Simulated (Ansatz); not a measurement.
Molecule: H₃BPO₂ (charge 0, doublet). SMILES: OB(O)[PH]
Geometry from a B3LYP-D3(BJ)/def2-TZVP (Ansatz, an electronic-structure program) optimisation:
```xyz
7

O     -0.5823     1.3612     0.8032
B     -0.4412     0.1605     0.1762
O     -1.5799    -0.5798     0.0575
P      1.2461    -0.5381    -0.5396
H      0.2330     1.8627     0.8740
H     -1.4653    -1.4239    -0.3866
H      2.0437     0.5786    -0.1595
```
Charge 0, spin multiplicity 2.

Wanted: atomisation energy, in kcal/mol. Conventions: frozen cores in correlated levels; atomisation electronic, to ground-state atoms; no spin-orbit coupling; no dispersion term unless named; non-relativistic; LANL2DZ with its own core potentials from Na on; open shells spin-unrestricted. Basis-set limits of correlation are two-point, X^-3; Hartree-Fock from the larger set. Ab initio and DFT rows: single points at B3LYP-D3(BJ) geometries (Ansatz).

| species | coefficient | E at B3LYP/LANL2DZ (Ansatz), Eh | E at PBE/def2-TZVPD (Ansatz), Eh |
|---|---|---|---|
| OB(O)[PH] | -1 | -183.64132 | -518.25538 |
| B atom | +1 | -24.65980 | -24.61015 |
| H atom | +3 | -0.49891 | -0.49962 |
| O atom | +2 | -75.08172 | -75.01069 |
| P atom | +1 | -6.42196 | -341.10318 |

Coupled cluster (Ansatz) is a level with limits of its own, used here on species with T1 under 0.025 (0.045 for open shells) and stable references: CCSD(T)/CBS(aug-cc-pV(T+d)Z,aug-cc-pV(Q+d)Z). Value to compare with, CCSD(T)/CBS(aug-cc-pV(T+d)Z,aug-cc-pV(Q+d)Z) (Ansatz): 626.3 kcal/mol. 1 Eh = 627.5095 kcal/mol.

Question: Work the quantity out at each level, and compare with CCSD(T)/CBS(aug-cc-pV(T+d)Z,aug-cc-pV(Q+d)Z) (Ansatz).

Answer: 
- B3LYP/LANL2DZ: the sum of coefficient times E is 0.89939 Eh, or 564.38 kcal/mol. Result: 564.4 kcal/mol. Its difference against CCSD(T)/CBS(aug-cc-pV(T+d)Z,aug-cc-pV(Q+d)Z) (Ansatz) is -61.9 kcal/mol.
- PBE/def2-TZVPD: the sum of coefficient times E is 1.02181 Eh, or 641.20 kcal/mol. Result: 641.2 kcal/mol. Its difference against CCSD(T)/CBS(aug-cc-pV(T+d)Z,aug-cc-pV(Q+d)Z) (Ansatz) is 14.9 kcal/mol.
